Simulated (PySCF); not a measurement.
CH5AlO2, charge +1, doublet, geometry from GFN2-xTB (such geometries of metal compounds can be far from the true shape) (a state made from the parent by changing its charge; the spin is typed, not shown lowest); B3LYP/6-31G** run with PySCF.

Input for PySCF:
```python
from pyscf import gto, scf, dft

mol = gto.M(
    atom='''
Al    0.176190    0.165852    0.012091
C    -1.366116   -1.292596   -0.090206
H    -0.953402   -2.126593   -0.656196
H    -2.074841   -0.656325   -0.625228
H    -1.632320   -1.550040    0.933671
O    -0.339862    1.480498   -0.806676
H    -0.114749    2.364355   -1.094006
O     1.418113   -0.421205    0.862892
H     2.055540   -0.906229    1.376082
''',
    basis='6-31g**',
    charge=1,
    spin=1,
    verbose=4,
)

mf = dft.UKS(mol)
mf.xc = 'b3lyp'
mf.level_shift = 1.0
mf.max_cycle = 100
mf.kernel()
```

Write the output that PySCF gives for this input, abridged.


```
PySCF version 2.14.0

[INPUT] verbose = 4
[INPUT] num. atoms = 9
[INPUT] num. electrons = 39
[INPUT] charge = 1
[INPUT] spin (= nelec alpha-beta = 2S) = 1
[INPUT] symmetry False subgroup None
[INPUT] Mole.unit = angstrom
[INPUT] Symbol           X                Y                Z      unit          X                Y                Z       unit  Magmom
[...]
nuclear repulsion = 158.958719369139
number of shells = 41
number of NR pGTOs = 167
number of NR cGTOs = 85
basis = 6-31g**
ecp = {}

******** <class 'pyscf.dft.uks.UKS'> ********
method = UKS
initial guess = minao
damping factor = 0
level_shift factor = 1.0
DIIS = <class 'pyscf.scf.diis.CDIIS'>
diis_start_cycle = 1
diis_space = 8
diis_damp = 0
SCF conv_tol = 1e-09
SCF conv_tol_grad = None
SCF max_cycles = 100
direct_scf = True
direct_scf_tol = 1e-13
number electrons alpha = 20  beta = 19
XC library pyscf.dft.libxc version 7.1.2
    S. Lehtola, C. Steigemann, M. J. T. Oliveira, and M. A. L. Marques,  SoftwareX 7, 1–5 (2018)
XC functionals = b3lyp
    P. J. Stephens, F. J. Devlin, C. F. Chabalowski, and M. J. Frisch,  J. Phys. Chem. 98, 11623 (1994)
radial grids:
    Treutler-Ahlrichs [JCP 102, 346 (1995); DOI:10.1063/1.469408] (M4) radial grids

becke partition: Becke, JCP 88, 2547 (1988); DOI:10.1063/1.454033
pruning grids: <function nwchem_prune>
grids dens level: 3
symmetrized grids: False
atomic radii adjust function: <function treutler_atomic_radii_adjust>
small_rho_cutoff = 0
Set gradient conv threshold to 3.16228e-05
tot grids = 110504
init E= -434.168542402481

cycle= 1 E= -433.432947200656  delta_E= 0.736  |g|= 0.707  |ddm|=  1.7
cycle= 2 E= -433.684423245714  delta_E= -0.251  |g|= 0.262  |ddm|= 0.524
cycle= 3 E= -433.727414441529  delta_E= -0.043  |g|= 0.121  |ddm|= 0.211
cycle= 4 E= -433.740750472535  delta_E= -0.0133  |g|= 0.0764  |ddm|= 0.117
cycle= 5 E= -433.746881215087  delta_E= -0.00613  |g|= 0.0499  |ddm|= 0.0697
cycle= 6 E= -433.749928367279  delta_E= -0.00305  |g|= 0.0352  |ddm|= 0.0493
cycle= 7 E= -433.751556290694  delta_E= -0.00163  |g|= 0.026  |ddm|= 0.0352
cycle= 8 E= -433.752469547775  delta_E= -0.000913  |g|= 0.0197  |ddm|= 0.0258
cycle= 9 E= -433.753003492959  delta_E= -0.000534  |g|= 0.0155  |ddm|= 0.0194
cycle= 10 E= -433.75334110629  delta_E= -0.000338  |g|= 0.0122  |ddm|= 0.0148
cycle= 11 E= -433.753548493059  delta_E= -0.000207  |g|= 0.0105  |ddm|= 0.0115
cycle= 12 E= -433.75369039817  delta_E= -0.000142  |g|= 0.00895  |ddm|= 0.009
[...]
cycle= 41 E= -433.754122227852  delta_E= -1.61e-07  |g|= 0.000664  |ddm|= 0.000199
cycle= 42 E= -433.754122353715  delta_E= -1.26e-07  |g|= 0.000578  |ddm|= 0.000176
cycle= 43 E= -433.754122446188  delta_E= -9.25e-08  |g|= 0.000516  |ddm|= 0.000157
cycle= 44 E= -433.754122519735  delta_E= -7.35e-08  |g|= 0.000461  |ddm|= 0.00014
cycle= 45 E= -433.754122575877  delta_E= -5.61e-08  |g|= 0.00042  |ddm|= 0.000129
cycle= 46 E= -433.754122621184  delta_E= -4.53e-08  |g|= 0.000383  |ddm|= 0.000116
cycle= 47 E= -433.754122658308  delta_E= -3.71e-08  |g|= 0.000347  |ddm|= 0.000103
cycle= 48 E= -433.754122688202  delta_E= -2.99e-08  |g|= 0.000315  |ddm|= 9.32e-05
cycle= 49 E= -433.754122712516  delta_E= -2.43e-08  |g|= 0.000286  |ddm|= 8.42e-05
cycle= 50 E= -433.754122731947  delta_E= -1.94e-08  |g|= 0.00026  |ddm|= 7.58e-05
cycle= 51 E= -433.754122747375  delta_E= -1.54e-08  |g|= 0.000238  |ddm|= 6.83e-05
cycle= 52 E= -433.754122759334  delta_E= -1.2e-08  |g|= 0.000221  |ddm|= 6.38e-05
cycle= 53 E= -433.754122770493  delta_E= -1.12e-08  |g|= 0.000197  |ddm|= 5.38e-05
cycle= 54 E= -433.754122779459  delta_E= -8.97e-09  |g|= 0.000174  |ddm|= 4.78e-05
cycle= 55 E= -433.754122786775  delta_E= -7.32e-09  |g|= 0.000153  |ddm|= 4.25e-05
cycle= 56 E= -433.754122792645  delta_E= -5.87e-09  |g|= 0.000134  |ddm|= 3.74e-05
cycle= 57 E= -433.754122797141  delta_E= -4.5e-09  |g|= 0.000117  |ddm|= 3.31e-05
cycle= 58 E= -433.754122800644  delta_E= -3.5e-09  |g|= 0.000103  |ddm|= 2.91e-05
cycle= 59 E= -433.754122803387  delta_E= -2.74e-09  |g|= 9e-05  |ddm|= 2.56e-05
cycle= 60 E= -433.75412280563  delta_E= -2.24e-09  |g|= 7.71e-05  |ddm|= 2.27e-05
cycle= 61 E= -433.754122807343  delta_E= -1.71e-09  |g|= 6.62e-05  |ddm|= 2e-05
cycle= 62 E= -433.754122808661  delta_E= -1.32e-09  |g|= 5.64e-05  |ddm|= 1.75e-05
cycle= 63 E= -433.754122809664  delta_E= -1e-09  |g|= 4.83e-05  |ddm|= 1.55e-05
cycle= 64 E= -433.754122810378  delta_E= -7.15e-10  |g|= 4.28e-05  |ddm|= 1.38e-05
cycle= 65 E= -433.754122810931  delta_E= -5.52e-10  |g|= 3.87e-05  |ddm|= 1.25e-05
cycle= 66 E= -433.754122811342  delta_E= -4.11e-10  |g|= 3.58e-05  |ddm|= 1.15e-05
cycle= 67 E= -433.754122811684  delta_E= -3.42e-10  |g|= 3.28e-05  |ddm|= 1.03e-05
cycle= 68 E= -433.754122811979  delta_E= -2.95e-10  |g|= 2.97e-05  |ddm|= 9.19e-06
Extra cycle  E= -433.754122809949  delta_E= 2.03e-09  |g|= 8.52e-05  |ddm|= 0.00011
converged SCF energy = -433.754122809949  <S^2> = 0.75408419  2S+1 = 2.00408
```
